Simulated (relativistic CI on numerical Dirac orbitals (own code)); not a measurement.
## Electric-dipole lines of N3+

These numbers are calculated, not measured: Dirac-Coulomb-Breit CI, separate exchange-only KLI orbitals for each configuration, model QED (radiative potential, 1s self-energy scaled to tabulated hydrogen-like ionisation energies), valence Slater integrals scaled by 0.85, P86 correlation estimate, and configurations built on the next ion tied to the tabulated ionisation energy (semi-empirical) (own radial code, finite nucleus).

Configuration list (outside the closed core 1s2): 2s2, 2s 3s, 2s 3p, 2s 2p, 2s 3d, 2s 4s, 2p2, 2p 3s, 2p 3p, 2s 4p, 2s 4d, 2s 4f, 3s2, 3s 3p, 3p2. Levels of other configurations are missing.

| λ vac (nm) | Lower | Upper | A (s⁻¹) | log gf | S velocity/length |
| --- | --- | --- | --- | --- | --- |
| 19.597 | 2s2 1S_0 [1] | 2s 4p 1P°_1 [39] | 7.12e+09 | -0.91 | 0.95 |
| 22.580 | 2s 2p 3P°_0 [2] | 2s 4d 3D_1 [40] | 4.78e+09 | -0.96 | 1.09 |
| 22.583 | 2s 2p 3P°_1 [3] | 2s 4d 3D_2 [41] | 6.45e+09 | -0.61 | 1.09 |
| 22.583 | 2s 2p 3P°_1 [3] | 2s 4d 3D_1 [40] | 3.58e+09 | -1.09 | 1.09 |
| 22.590 | 2s 2p 3P°_2 [4] | 2s 4d 3D_3 [42] | 8.59e+09 | -0.34 | 1.09 |
| 22.590 | 2s 2p 3P°_2 [4] | 2s 4d 3D_2 [41] | 2.15e+09 | -1.09 | 1.09 |
| 24.565 | 2s2 1S_0 [1] | 2s 3p 1P°_1 [16] | 1.14e+10 | -0.51 | 0.98 |
| 26.003 | 2s 2p 1P°_1 [5] | 2s 4d 1D_2 [47] | 1.06e+10 | -0.27 | 0.99 |
| 28.461 | 2s 2p 3P°_0 [2] | 2s 3d 3D_1 [17] | 1.98e+10 | -0.14 | 0.81 |
| 28.466 | 2s 2p 3P°_1 [3] | 2s 3d 3D_2 [18] | 2.68e+10 | 0.21 | 0.81 |
| 28.466 | 2s 2p 3P°_1 [3] | 2s 3d 3D_1 [17] | 1.49e+10 | -0.27 | 0.81 |
| 28.476 | 2s 2p 3P°_2 [4] | 2s 3d 3D_3 [19] | 3.56e+10 | 0.48 | 0.81 |
| 28.477 | 2s 2p 3P°_2 [4] | 2s 3d 3D_2 [18] | 8.91e+09 | -0.27 | 0.81 |
| 28.477 | 2s 2p 3P°_2 [4] | 2s 3d 3D_1 [17] | 9.91e+08 | -1.44 | 0.81 |
| 32.429 | 2s 2p 3P°_0 [2] | 2s 3s 3S_1 [11] | 1.52e+09 | -1.14 | 0.55 |
| 32.435 | 2s 2p 3P°_1 [3] | 2s 3s 3S_1 [11] | 4.56e+09 | -0.67 | 0.55 |
| 32.450 | 2s 2p 3P°_2 [4] | 2s 3s 3S_1 [11] | 7.61e+09 | -0.44 | 0.55 |
| 33.494 | 2s 2p 1P°_1 [5] | 2s 3d 1D_2 [20] | 2.60e+10 | 0.34 | 0.77 |
| 76.110 | 2s2 1S_0 [1] | 2s 2p 1P°_1 [5] | 2.47e+09 | -0.19 | 0.93 |
| 77.141 | 2s 3s 3S_1 [11] | 2s 4p 3P°_2 [38] | 3.68e+08 | -0.79 | 1.49 |
| 77.149 | 2s 3s 3S_1 [11] | 2s 4p 3P°_1 [37] | 3.69e+08 | -1.01 | 1.49 |
| 77.153 | 2s 3s 3S_1 [11] | 2s 4p 3P°_0 [36] | 3.70e+08 | -1.48 | 1.49 |
| 91.856 | 2s 3p 1P°_1 [16] | 2s 4d 1D_2 [47] | 1.42e+09 | -0.05 | 1.22 |
| 105.61 | 2s 3d 3D_1 [17] | 2s 4f 3F°_2 [43] | 3.44e+09 | 0.46 | 0.95 |
| 105.61 | 2s 3d 3D_2 [18] | 2s 4f 3F°_3 [44] | 3.64e+09 | 0.63 | 0.95 |
| 105.61 | 2s 3d 3D_2 [18] | 2s 4f 3F°_2 [43] | 6.38e+08 | -0.27 | 0.95 |
| 113.47 | 2s 3p 1P°_1 [16] | 2s 4s 1S_0 [33] | 1.43e+09 | -0.56 | 1.03 |
| 337.03 | 2s 3s 3S_1 [11] | 2s 3p 3P°_2 [15] | 1.19e+08 | 0.01 | 0.92 |
| 337.44 | 2s 3s 3S_1 [11] | 2s 3p 3P°_1 [14] | 1.17e+08 | -0.22 | 0.92 |
| 337.56 | 2s 3s 3S_1 [11] | 2s 3p 3P°_0 [13] | 1.19e+08 | -0.69 | 0.92 |

Terms are leading LS components. Brackets give the number of a level in order of energy, since labels repeat. The list gives strong lines, with weight on those to low levels, without configurations that were not tied to measured data, among the lowest 48 of 58 levels, so that lines to higher ones, which can be the strongest, are missing, and without lines across small gaps between configurations, and without 25 lines that miss the measured interval by over 3.5 %, start from a term whose rates miss tabulated ones by over 60 %, have gauges far apart or, lacking measured levels, span too small a gap for the errors found; lines with a level outside our table were not tested and can miss by more. Levels whose partners in the same complex of configurations lie outside the list can be far off, and so can their lines. Rates are taken at the computed energies, electric ones in the length gauge. A velocity-to-length ratio far from 1 marks an uncertain rate.

Configurations that consist of the next ion and one excited electron were tied to the tabulated ionisation energy; Rydberg ones are usually within 1,000 to 3,000 cm⁻¹ and the lowest ones within about 6,000 (9,000 in d shells), while levels on excited terms of the next ion carry the error of that term, and the other configurations can be misplaced by 10,000 cm⁻¹ or more. Rates follow the energies as ν³ (E1, M1) or ν⁵ (E2), so rates, branching and lifetimes can be off by large factors. The fine structure of a lone outer electron comes out too small, for d and f at times inverted, and misplaced configurations move strength between like terms. 40 of the 50 excited levels that our extract of the measured tables holds in this range could be paired (the sources list more); they are missed by 1562 cm⁻¹ on average and 6645 at most, and levels without a partner can miss by more.

Problem. From the table, what is the radiative lifetime of 2s 3d 3D_1?

Solution. The listed rates from this level add up to about 3.57e+10 s⁻¹, 100 % of its decay; with all channels τ = 2.80e-11 s.
